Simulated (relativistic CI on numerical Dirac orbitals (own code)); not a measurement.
Spin-orbit doublets in the photoemission of niobium

Problem. Photoelectron lines from p, d and f shells are doublets, and peak fits need their splitting and area ratio. Find both for the 3d line of niobium, from the calculated spin-orbit constant ζ(3d) = 1.108 eV of the closed-shell ion Nb⁵⁺ with one hole. Is the doublet resolved if instrument, lifetime and solid give each line a width of 0.6 eV (assumed)?

Working.
1. One hole with l = 2 gives j = 5/2 and j = 3/2. For a hole the level of higher j has the lower binding energy.
2. The splitting is (l + ½)ζ = 2.5 × 1.108 = 2.771 eV.
3. The areas follow 2j + 1: 6 : 4, so the weaker line has 0.667 of the stronger one's area, if the radial matrix elements are equal.
4. Splitting over width is 4.62: two separate peaks.

Check. The difference of tabulated binding energies of the element (M4 less M5; Elam, Ravel and Sieber, Radiat. Phys. Chem. 63, 121 (2002), rounded to 0.1 eV or more) is 2.7 eV.

All doublets of Nb⁵⁺, calculated as differences of Dirac-Coulomb-Breit total energies with one hole (eV):

```json
{"Shell": "2p", "Calculated": "94.39", "Without Breit and QED": "95.79", "Tabulated, element": "94.0"}
{"Shell": "3p", "Calculated": "15.77", "Without Breit and QED": "16.01", "Tabulated, element": "15.5"}
{"Shell": "3d", "Calculated": "2.78", "Without Breit and QED": "2.887", "Tabulated, element": "2.7"}
{"Shell": "4p", "Calculated": "2.397", "Without Breit and QED": "2.435", "Tabulated, element": "1.8 †"}
```

The Breit and QED terms lower the splittings by 1.5 to 3.7 %. † marks rows where calculation and table differ by more than 10 %: outer shells contract in the ion, shallow p and d holes are shifted by correlation that this model lacks, and small tabulated differences suffer from rounding or from errors of the compilation.
